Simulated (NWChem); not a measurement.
System: CH5F2NOSi; SMILES CN[Si](O)(F)F

Excerpt of the output:

```
             Northwest Computational Chemistry Package (NWChem) 7.3.0
             --------------------------------------------------------

                             Geometry "geometry" -> ""
                             -------------------------

 Output coordinates in angstroms (scale by  1.889725989 to convert to a.u.)

  No.       Tag          Charge          X              Y              Z
 ---- ---------------- ---------- -------------- -------------- --------------
    1 C                    6.0000    -0.07837600     2.35727300     0.10659800
    2 N                    7.0000     0.67662500     1.12406900     0.08541900
    3 Si                  14.0000     0.01678800    -0.43277400     0.00512800
    4 O                    8.0000    -1.20098600    -0.54256300    -1.08342300
    5 F                    9.0000     1.24252300    -1.42714800    -0.31462100
    6 F                    9.0000    -0.63477200    -0.98282800     1.36856100
    7 H                    1.0000    -0.17787300     2.79173100     1.11740400
    8 H                    1.0000    -1.09518000     2.17238400    -0.27093700
    9 H                    1.0000     0.37536200     3.12155500    -0.54662200
   10 H                    1.0000     1.64978900     1.21196400     0.35585100
   11 H                    1.0000    -1.00733800    -0.23405000    -1.97292800

 Effective nuclear repulsion energy (a.u.)     343.1709216024

                                 NWChem DFT Module
                                 -----------------

 Summary of "ao basis" -> "ao basis" (spherical)
 ------------------------------------------------------------------------------
       Tag                 Description            Shells   Functions and Types
 ---------------- ------------------------------  ------  ---------------------
 C                          def2-svp                 6       14   3s2p1d
 N                          def2-svp                 6       14   3s2p1d
 Si                         def2-svp                 8       18   4s3p1d
 O                          def2-svp                 6       14   3s2p1d
 F                          def2-svp                 6       14   3s2p1d
 H                          def2-svp                 3        5   2s1p

 in cosmo_initialize ...
 calling solv_data for solv:toluene

[...]

                                COSMO-SMD solvation results
                                ---------------------------

             internal energy in gas <Psi(g)|H|Psi(g)> =      -659.591752185982
         internal energy in solvent <Psi(s)|H|Psi(s)> =      -659.591390478725
                               delta internal energy  =         0.000361707258 (    0.23 kcal/mol)
   total free energy in solvent <Psi(s)|H+V/2|Psi(s)> =      -659.598068543514
 polarization energy contribution <Psi(s)|V/2|Psi(s)> =        -0.006678064789 (   -4.19 kcal/mol)
    total free energy in solvent including G(SMD-CDS) =      -659.598744780677
                       G(SMD-CDS) energy contribution =        -0.000676237163 (   -0.42 kcal/mol)
     1 M fixed-concentration free energy of solvation =        -0.006992594695 (   -4.39 kcal/mol)

                       DFT Final Molecular Orbital Analysis
                       ------------------------------------

 Vector   27  Occ=2.000000D+00  E=-3.735072D-01
              MO Center= -2.8D-01,  9.8D-01, -3.1D-01, r^2= 3.8D+00
   Bfn.  Coefficient  Atom+Function         Bfn.  Coefficient  Atom+Function
  ----- ------------  ---------------      ----- ------------  ---------------
    50      0.330163   4 O  px               94      0.235000   8 H  s
    53      0.230756   4 O  px                4     -0.211642   1 C  px
    19     -0.196283   2 N  py               99     -0.187795   9 H  s
     5     -0.186551   1 C  py              104      0.174694  10 H  s
    18     -0.173658   2 N  px               37     -0.117470   3 Si py

 Vector   28  Occ=2.000000D+00  E=-3.589837D-01
              MO Center= -1.0D+00, -5.1D-01, -9.6D-01, r^2= 1.3D+00
   Bfn.  Coefficient  Atom+Function         Bfn.  Coefficient  Atom+Function
  ----- ------------  ---------------      ----- ------------  ---------------
    51      0.551183   4 O  py               54      0.412943   4 O  py
    50     -0.163403   4 O  px               52      0.150161   4 O  pz
    53     -0.121234   4 O  px               55      0.114540   4 O  pz
    64      0.113803   5 F  px               66      0.080665   5 F  pz
    67     -0.078697   5 F  px               95      0.075016   8 H  s

 Vector   29  Occ=2.000000D+00  E=-2.659110D-01
              MO Center=  4.8D-01,  1.3D+00,  1.0D-01, r^2= 2.0D+00
   Bfn.  Coefficient  Atom+Function         Bfn.  Coefficient  Atom+Function
  ----- ------------  ---------------      ----- ------------  ---------------
    20      0.509111   2 N  pz               23     -0.442025   2 N  pz
    89      0.201878   7 H  s                99     -0.165019   9 H  s
     6      0.160359   1 C  pz               90      0.125976   7 H  s
    41     -0.101965   3 Si pz              100     -0.098085   9 H  s
    18     -0.097288   2 N  px               79     -0.096626   6 F  py

 Vector   30  Occ=0.000000D+00  E= 4.367480D-02
              MO Center= -2.8D-01,  3.4D-01, -7.0D-01, r^2= 5.9D+00
   Bfn.  Coefficient  Atom+Function         Bfn.  Coefficient  Atom+Function
  ----- ------------  ---------------      ----- ------------  ---------------
    32      0.854628   3 Si s                 3     -0.746042   1 C  s
   110      0.660276  11 H  s                49     -0.650814   4 O  s
    17     -0.629961   2 N  s                95      0.432549   8 H  s
   105      0.434380  10 H  s               100      0.372032   9 H  s
    90      0.334400   7 H  s                77     -0.231890   6 F  s

[...]
```

Level: PBE0/def2-SVP, SMD on the gas-phase geometry. The geometry was optimised at PBE0/def2-SVP. Solvent: toluene.

**Question.** Write an input that gives this output.

**Answer.** Several could match; the one computed here: the input that was run:
```
start job
memory heap 200 mb stack 900 mb global 1100 mb
geometry units angstroms noautosym nocenter noautoz
  C     -0.078376     2.357273     0.106598
  N      0.676625     1.124069     0.085419
  Si     0.016788    -0.432774     0.005128
  O     -1.200986    -0.542563    -1.083423
  F      1.242523    -1.427148    -0.314621
  F     -0.634772    -0.982828     1.368561
  H     -0.177873     2.791731     1.117404
  H     -1.095180     2.172384    -0.270937
  H      0.375362     3.121555    -0.546622
  H      1.649789     1.211964     0.355851
  H     -1.007338    -0.234050    -1.972928
end
basis spherical
  * library def2-svp
end
dft
  xc pbe0
  iterations 150
end
cosmo
  do_cosmo_smd true
  solvent toluene
end
task dft energy
```
